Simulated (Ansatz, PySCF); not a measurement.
Gas-phase reaction in SMILES: C1CCC1 [cyclobutane] → [CH]1CCC1 + H atom (the C-H bond at the site shown breaks; other sites are not compared here)
Geometries: B3LYP-D3(BJ)/def2-TZVP minima from Ansatz (a quantum-chemistry and plane-wave program), one conformer each, not searched for the lowest. Frequencies are from PySCF.

Wanted: bond dissociation energy (0 K, with B3LYP-D3(BJ) harmonic zero-point energies), in kJ/mol. Valence correlation only, unless marked. Open shells are spin-unrestricted. Spin-orbit coupling is left out. Non-relativistic. CBS marks a two-point X^-3 extrapolation of the correlation energy; Hartree-Fock from the larger set. [CCSD(T)-MP2]/basis is that difference in the basis named.

| level | program | bond dissociation energy (kJ/mol) |
|---|---|---|
| HF/cc-pVDZ | Ansatz | 300.6 |
| PBE/def2-TZVPD | Ansatz | 384.9 |
| TPSSh-D4/def2-TZVPD | PySCF + dftd4 | 396.4 |
| r2SCANh-D4/def2-TZVPD | Ansatz + dftd4 | 382.3 |
| r2SCAN0/def2-TZVPD | Ansatz | 382.8 |
| RI-MP2/cc-pVTZ | Ansatz | 408.8 |

Question: Estimate the value at RI-MP2/CBS(cc-pVTZ,cc-pVQZ)+[CCSD(T)-MP2]/cc-pVDZ as computed with Ansatz.

Answer: 414.6 kJ/mol, so RI-MP2/cc-pVTZ differs from it by -5.8 kJ/mol.
